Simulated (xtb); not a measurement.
F2OTa (SMILES [O]=[Ta+]([F])[F]), charge +1, singlet, at a GFN2-xTB geometry (such geometries of metal compounds can be far from the true shape) (the multiplicity is a formal guess); xtb with GFN2-xTB.

The xtb input:
```
$ xtb mol.xyz --gfn 2 --chrg 1 --acc 0.0001 --json

# file mol.xyz
4

Ta     0.11123795     0.17488120     0.06889468
O      1.32045398    -0.96533351    -0.49187575
F     -0.96211147    -0.84678775     1.25488391
F     -1.11388880     0.28638115    -1.37647346
```

Question: Write the output that xtb gives for this input, abridged.

Answer: 
```
   ID    Z sym.   atoms
    1   73 Ta     1
    2    8 O      2
    3    9 F      3, 4

           -------------------------------------------------
          |                Calculation Setup                |
           -------------------------------------------------

           -------------------------------------------------
          |                 G F N 2 - x T B                 |
           -------------------------------------------------

          ...................................................
          :                      SETUP                      :
          :.................................................:
          :  # basis functions                  22          :
          :  # atomic orbitals                  21          :
          :  # shells                            9          :
          :  # electrons                        24          :
          :  max. iterations                   250          :
          :  Hamiltonian                  GFN2-xTB          :
          :  restarted?                      false          :
          :  GBSA solvation                  false          :
          :  PC potential                    false          :
          :  electronic temp.          300.0000000     K    :
          :  accuracy                    0.0001000          :
          :  -> integral cutoff          0.6500000E+02      :
          :  -> integral neglect         0.1000000E-11      :
          :  -> SCF convergence          0.1000000E-09 Eh   :
          :  -> wf. convergence          0.1000000E-07 e    :
          :  Broyden damping             0.4000000          :
          :  net charge                          1          :
          :  unpaired electrons                  0          :
          ...................................................

 iter      E             dE          RMSdq      gap      omega  full diag
   1    -14.8667105 -0.148667E+02  0.126E+01    1.38       0.0  T
   2    -14.8854991 -0.187886E-01  0.125E+01    3.49       1.0  T
   3    -15.0392176 -0.153719E+00  0.721E+00    2.14       1.0  T
   4    -14.9600624  0.791552E-01  0.665E+00    1.47       1.0  T
   5    -15.0334017 -0.733393E-01  0.321E+00    2.33       1.0  T
   6    -15.0352518 -0.185009E-02  0.283E+00    1.87       1.0  T
   7    -15.0413350 -0.608321E-02  0.715E-01    2.15       1.0  T
   8    -15.0414929 -0.157885E-03  0.616E-01    2.14       1.0  T
   9    -15.0417620 -0.269070E-03  0.593E-02    2.09       1.0  T
  10    -15.0417609  0.111357E-05  0.612E-02    2.09       1.0  T
  11    -15.0417636 -0.273411E-05  0.149E-02    2.09       3.4  T
  12    -15.0417638 -0.178719E-06  0.121E-03    2.09      41.4  T
  13    -15.0417638 -0.772165E-09  0.448E-04    2.09     111.6  T
  14    -15.0417638 -0.123471E-09  0.158E-04    2.09     315.9  T
  15    -15.0417638 -0.210090E-10  0.296E-05    2.09    1692.0  T
  16    -15.0417638 -0.657252E-12  0.861E-06    2.09    5805.4  T
  17    -15.0417638 -0.728306E-13  0.150E-06    2.09   33409.1  T
  18    -15.0417638 -0.355271E-14  0.239E-07    2.09  100000.0  T
  19    -15.0417638 -0.355271E-14  0.296E-08    2.09  100000.0  T
  20    -15.0417638  0.106581E-13  0.137E-08    2.09  100000.0  T

   *** convergence criteria satisfied after 20 iterations ***

         :::::::::::::::::::::::::::::::::::::::::::::::::::::
         ::                     SUMMARY                     ::
         :::::::::::::::::::::::::::::::::::::::::::::::::::::
         :: total energy             -15.022129397929 Eh    ::
         :: gradient norm              0.000011750320 Eh/a0 ::
         :: HOMO-LUMO gap              2.091793029629 eV    ::
         ::.................................................::
         :: SCC energy               -15.041763643899 Eh    ::
         :: -> isotropic ES            0.179055363024 Eh    ::
         :: -> anisotropic ES          0.007742989043 Eh    ::
         :: -> anisotropic XC         -0.003106158309 Eh    ::
[...]
          |                Property Printout                |
           -------------------------------------------------

    * Orbital Energies and Occupations

         #    Occupation            Energy/Eh            Energy/eV
      -------------------------------------------------------------
         1        2.0000           -1.1271143             -30.6703
         2        2.0000           -1.1089172             -30.1752
         3        2.0000           -0.9653255             -26.2678
         4        2.0000           -0.8340814             -22.6965
         5        2.0000           -0.7880315             -21.4434
         6        2.0000           -0.7853623             -21.3708
         7        2.0000           -0.7821203             -21.2826
         8        2.0000           -0.7792414             -21.2042
         9        2.0000           -0.7779791             -21.1699
        10        2.0000           -0.7515837             -20.4516
        11        2.0000           -0.7467416             -20.3199
        12        2.0000           -0.7441016             -20.2480 (HOMO)
        13                         -0.6672296             -18.1562 (LUMO)
        14                         -0.5883833             -16.0107
        15                         -0.5847379             -15.9115
        16                         -0.5325330             -14.4910
        17                         -0.5060617             -13.7706
        18                         -0.4881691             -13.2838
        19                         -0.0723335              -1.9683
        20                          0.1987272               5.4076
        21                          0.2067348               5.6255
      -------------------------------------------------------------
                  HL-Gap            0.0768720 Eh            2.0918 eV
             Fermi-level           -0.7056656 Eh          -19.2021 eV

     #   Z          covCN         q      C6AA      α(0)
     1  73 Ta       2.040     1.591   351.274    45.488
     2   8 O        0.722    -0.233    18.660     5.788
     3   9 F        0.659    -0.179    11.043     3.922
     4   9 F        0.659    -0.179    11.043     3.922

 Mol. C6AA /au·bohr⁶  :        832.982367
 Mol. C8AA /au·bohr⁸  :      85434.491186
 Mol. α(0) /au        :         59.120955

Wiberg/Mayer (AO) data.
largest (>0.10) Wiberg bond orders for each atom

 ---------------------------------------------------------------------------
     #   Z sym  total        # sym  WBO       # sym  WBO       # sym  WBO
 ---------------------------------------------------------------------------
     1  73 Ta   4.632 --     2 O    2.247     4 F    1.193     3 F    1.193
     2   8 O    2.552 --     1 Ta   2.247     3 F    0.153     4 F    0.153
     3   9 F    1.418 --     1 Ta   1.193     2 O    0.153
     4   9 F    1.418 --     1 Ta   1.193     2 O    0.153
 ---------------------------------------------------------------------------

Topologies differ in total number of bonds
Writing topology from bond orders to xtbtopo.mol

molecular dipole:
                 x           y           z       tot (Debye)
 q only:        0.455       1.140       0.465
   full:        0.096       2.424       1.038       6.707
molecular quadrupole (traceless):
                xx          xy          yy          xz          yz          zz
 q only:       -1.013       1.281       1.466       0.563       0.907      -0.453
  q+dip:       -1.734       1.841       2.210       0.837       1.264      -0.476
   full:       -2.397       2.848       2.535       1.332       1.170      -0.137

           -------------------------------------------------
          | TOTAL ENERGY              -15.022129397929 Eh   |
          | GRADIENT NORM               0.000011750320 Eh/α |
          | HOMO-LUMO GAP               2.091793029629 eV   |
           -------------------------------------------------

normal termination of xtb
```
